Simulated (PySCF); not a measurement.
**[VS4]3-: computed shieldings and shifts**

[VS4]3-, [S4V]3-, point group Td.

Bonds: V1-S2 2.176 Å, V1-S3 2.171 Å, V1-S4 2.175 Å, V1-S5 2.175 Å.

Total charge -3.

GIAO calculations in PySCF on the PBE0-D3(BJ)/def2-SVP structure: isolated species, non-relativistic, equivalent atoms averaged; basis pcSseg-1 (pcSseg-2 on V).

Question: Give the isotropic shieldings (ppm) with B3LYP, PBE, PBE0.

Answer: 
```
             atoms         environment  B3LYP    PBE   PBE0
                V1     V bonded to 4 S  -3962  -3156  -4034
       S2/S3/S4/S5  sulfur bonded to V   -308   -155   -292
HOMO–LUMO gap (eV)                   –   3.45   2.05   3.84
```

Question: And the chemical shifts, against references computed in the same way?

Answer: 
| atoms | nucleus, reference | B3LYP | PBE | PBE0 |
| --- | --- | --- | --- | --- |
| V1 | 51V, VOCl3 | 1863 | 1340 | 1947 |
| S2/S3/S4/S5 | 33S, CS2 | 794 | 646 | 788 |

Question: Which part of the shielding of V1 depends on the functional?

Answer: Diamagnetic: B3LYP 1700, PBE 1701, PBE0 1701 ppm; paramagnetic: B3LYP -5662, PBE -4856, PBE0 -5735 ppm. The diamagnetic part, set mainly by inner electrons, hardly moves; the paramagnetic part goes with low-lying magnetically allowed excitations and carries the spread.

The ion is multiply charged and has no counter-ions or solvent here.
